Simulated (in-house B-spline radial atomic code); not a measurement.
**Ag⁶⁺: [Kr] 4d4 8g1 (an excited or competing configuration)**

Method: Dirac-Hartree-Fock, average of configuration, Fermi nucleus of rms radius 4.5454 fm. Calculated with a B-spline radial code for spherical atoms.

Screening seen three ways: the hydrogenic charge with the same mean radius, Z_r = [3n² - l(l+1)]/(2<r>), the one with the same energy, Z_e = n√(-2ε), and Slater's rules. Values are occupation-weighted means over j. An effective charge above Z reflects the relativistic contraction of the inner shells.

```json
{"shell": "1s", "electrons": "2", "ε (eV)": "-25786", "<r> (bohr)": "0.0311", "Z_r": "48.23", "Z_e": "43.53", "Slater": "46.70"}
{"shell": "2s", "electrons": "2", "ε (eV)": "-3986.7", "<r> (bohr)": "0.1343", "Z_r": "44.67", "Z_e": "34.24", "Slater": "42.85"}
{"shell": "2p", "electrons": "6", "ε (eV)": "-3584.4", "<r> (bohr)": "0.1175", "Z_r": "42.54", "Z_e": "32.46", "Slater": "42.85"}
{"shell": "3s", "electrons": "2", "ε (eV)": "-866.05", "<r> (bohr)": "0.3657", "Z_r": "36.91", "Z_e": "23.93", "Slater": "35.75"}
{"shell": "3p", "electrons": "6", "ε (eV)": "-730.11", "<r> (bohr)": "0.3649", "Z_r": "34.25", "Z_e": "21.98", "Slater": "35.75"}
{"shell": "3d", "electrons": "10", "ε (eV)": "-514.65", "<r> (bohr)": "0.3442", "Z_r": "30.50", "Z_e": "18.45", "Slater": "25.85"}
{"shell": "4s", "electrons": "2", "ε (eV)": "-228.32", "<r> (bohr)": "0.884", "Z_r": "27.15", "Z_e": "16.39", "Slater": "19.25"}
{"shell": "4p", "electrons": "6", "ε (eV)": "-183.43", "<r> (bohr)": "0.9453", "Z_r": "24.33", "Z_e": "14.69", "Slater": "19.25"}
{"shell": "4d", "electrons": "4", "ε (eV)": "-121.25", "<r> (bohr)": "1.089", "Z_r": "19.28", "Z_e": "11.94", "Slater": "9.95"}
{"shell": "8g", "electrons": "1", "ε (eV)": "-10.489", "<r> (bohr)": "12.16", "Z_r": "7.07", "Z_e": "7.02", "Slater": "-"}
```

The least bound orbital is 8g7/2 at -10.49 eV, and it is also the most diffuse (<r> = 12.16 bohr).

Spin-orbit splittings of the orbital energies (j = l + 1/2 above j = l - 1/2 when positive): 2p 176.2 eV, 3p 32.18 eV, 3d 6.387 eV, 4p 5.958 eV, 4d 0.8653 eV, 8g -0.0003663 eV.

For the 1s electron the small component carries 2.96 % of the norm, the zero-frequency Breit interaction raises the level by 55.56 eV, self-energy by 31.03 eV, and vacuum polarisation lowers it by 3.894 eV.
